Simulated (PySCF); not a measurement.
C₃H₅ClOSi, SMILES O1C[Si@@H](C=C1)Cl.

Geometry: B3LYP-D3(BJ)/def2-SVP. The structure was generated by enumeration; whether it is a known compound was not checked. One conformer was computed; it need not be the lowest.

Calculation: B3LYP-D3(BJ)/def2-SVP in PySCF.

Frequencies are harmonic and unscaled.

**Question.** Give all harmonic wavenumbers and intensities. (The exact figures need the calculation; the answer reports its results.)

**Answer.** 
```json
[
 {"mode": "1", "ν (cm⁻¹)": "97", "IR (km/mol)": "1.6", "Raman (Å⁴/amu)": "2.1", "depolarisation": "0.74", "moving atoms (share of kinetic energy)": "O 26 %, C 25 %, Cl 22 %, H 17 %, Si 11 %"},
 {"mode": "2", "ν (cm⁻¹)": "163", "IR (km/mol)": "1.9", "Raman (Å⁴/amu)": "3.7", "depolarisation": "0.74", "moving atoms (share of kinetic energy)": "C 27 %, Cl 25 %, Si 20 %, H 20 %"},
 {"mode": "3", "ν (cm⁻¹)": "225", "IR (km/mol)": "2.3", "Raman (Å⁴/amu)": "3.9", "depolarisation": "0.65", "moving atoms (share of kinetic energy)": "C 31 %, H 28 %, Cl 18 %, Si 12 %, O 11 %"},
 {"mode": "4", "ν (cm⁻¹)": "417", "IR (km/mol)": "2.5", "Raman (Å⁴/amu)": "5.3", "depolarisation": "0.19", "moving atoms (share of kinetic energy)": "C 39 %, Cl 20 %, H 18 %, O 13 %, Si 9 %"},
 {"mode": "5", "ν (cm⁻¹)": "475", "IR (km/mol)": "46.1", "Raman (Å⁴/amu)": "6.7", "depolarisation": "0.29", "moving atoms (share of kinetic energy)": "Si 32 %, C 32 %, H 16 %, O 13 %"},
 {"mode": "6", "ν (cm⁻¹)": "555", "IR (km/mol)": "78.4", "Raman (Å⁴/amu)": "4.0", "depolarisation": "0.41", "moving atoms (share of kinetic energy)": "Si 46 %, Cl 21 %, C 17 %, O 10 %"},
 {"mode": "7", "ν (cm⁻¹)": "634", "IR (km/mol)": "4.3", "Raman (Å⁴/amu)": "8.7", "depolarisation": "0.73", "moving atoms (share of kinetic energy)": "H 48 %, C 37 %, Si 12 %"},
 {"mode": "8", "ν (cm⁻¹)": "677", "IR (km/mol)": "31.4", "Raman (Å⁴/amu)": "3.0", "depolarisation": "0.72", "moving atoms (share of kinetic energy)": "H 36 %, C 31 %, Si 24 %"},
 {"mode": "9", "ν (cm⁻¹)": "741", "IR (km/mol)": "23.2", "Raman (Å⁴/amu)": "5.3", "depolarisation": "0.69", "moving atoms (share of kinetic energy)": "H 75 %, C 18 %"},
 {"mode": "10", "ν (cm⁻¹)": "753", "IR (km/mol)": "27.4", "Raman (Å⁴/amu)": "5.6", "depolarisation": "0.16", "moving atoms (share of kinetic energy)": "H 51 %, C 36 %, Si 9 %"},
 {"mode": "11", "ν (cm⁻¹)": "762", "IR (km/mol)": "9.4", "Raman (Å⁴/amu)": "7.5", "depolarisation": "0.18", "moving atoms (share of kinetic energy)": "H 51 %, C 38 %, Si 9 %"},
 {"mode": "12", "ν (cm⁻¹)": "866", "IR (km/mol)": "180.1", "Raman (Å⁴/amu)": "6.8", "depolarisation": "0.74", "moving atoms (share of kinetic energy)": "H 76 %, C 12 %, Si 10 %"},
 {"mode": "13", "ν (cm⁻¹)": "871", "IR (km/mol)": "17.2", "Raman (Å⁴/amu)": "1.4", "depolarisation": "0.72", "moving atoms (share of kinetic energy)": "C 44 %, H 37 %, O 10 %, Si 9 %"},
 {"mode": "14", "ν (cm⁻¹)": "926", "IR (km/mol)": "41.5", "Raman (Å⁴/amu)": "6.5", "depolarisation": "0.33", "moving atoms (share of kinetic energy)": "C 48 %, O 37 %, H 15 %"},
 {"mode": "15", "ν (cm⁻¹)": "981", "IR (km/mol)": "0.9", "Raman (Å⁴/amu)": "1.7", "depolarisation": "0.74", "moving atoms (share of kinetic energy)": "H 71 %, C 28 %"},
 {"mode": "16", "ν (cm⁻¹)": "1043", "IR (km/mol)": "55.8", "Raman (Å⁴/amu)": "11.0", "depolarisation": "0.45", "moving atoms (share of kinetic energy)": "H 60 %, C 20 %, O 19 %"},
 {"mode": "17", "ν (cm⁻¹)": "1197", "IR (km/mol)": "77.1", "Raman (Å⁴/amu)": "2.0", "depolarisation": "0.70", "moving atoms (share of kinetic energy)": "H 55 %, C 38 %"},
 {"mode": "18", "ν (cm⁻¹)": "1210", "IR (km/mol)": "6.3", "Raman (Å⁴/amu)": "4.8", "depolarisation": "0.75", "moving atoms (share of kinetic energy)": "H 89 %"},
 {"mode": "19", "ν (cm⁻¹)": "1293", "IR (km/mol)": "33.8", "Raman (Å⁴/amu)": "4.1", "depolarisation": "0.74", "moving atoms (share of kinetic energy)": "H 63 %, O 23 %, C 13 %"},
 {"mode": "20", "ν (cm⁻¹)": "1346", "IR (km/mol)": "17.5", "Raman (Å⁴/amu)": "3.2", "depolarisation": "0.31", "moving atoms (share of kinetic energy)": "H 56 %, C 41 %"},
 {"mode": "21", "ν (cm⁻¹)": "1440", "IR (km/mol)": "8.6", "Raman (Å⁴/amu)": "11.9", "depolarisation": "0.75", "moving atoms (share of kinetic energy)": "H 89 %, C 8 %"},
 {"mode": "22", "ν (cm⁻¹)": "1612", "IR (km/mol)": "192.2", "Raman (Å⁴/amu)": "16.0", "depolarisation": "0.07", "moving atoms (share of kinetic energy)": "C 86 %, H 11 %"},
 {"mode": "23", "ν (cm⁻¹)": "2252", "IR (km/mol)": "117.0", "Raman (Å⁴/amu)": "150.7", "depolarisation": "0.22", "moving atoms (share of kinetic energy)": "H 97 %"},
 {"mode": "24", "ν (cm⁻¹)": "3054", "IR (km/mol)": "11.4", "Raman (Å⁴/amu)": "141.7", "depolarisation": "0.15", "moving atoms (share of kinetic energy)": "H 94 %"},
 {"mode": "25", "ν (cm⁻¹)": "3119", "IR (km/mol)": "4.9", "Raman (Å⁴/amu)": "91.9", "depolarisation": "0.70", "moving atoms (share of kinetic energy)": "H 90 %, C 10 %"},
 {"mode": "26", "ν (cm⁻¹)": "3179", "IR (km/mol)": "9.8", "Raman (Å⁴/amu)": "164.5", "depolarisation": "0.36", "moving atoms (share of kinetic energy)": "H 92 %, C 8 %"},
 {"mode": "27", "ν (cm⁻¹)": "3237", "IR (km/mol)": "1.4", "Raman (Å⁴/amu)": "129.2", "depolarisation": "0.25", "moving atoms (share of kinetic energy)": "H 91 %, C 9 %"}
]
```
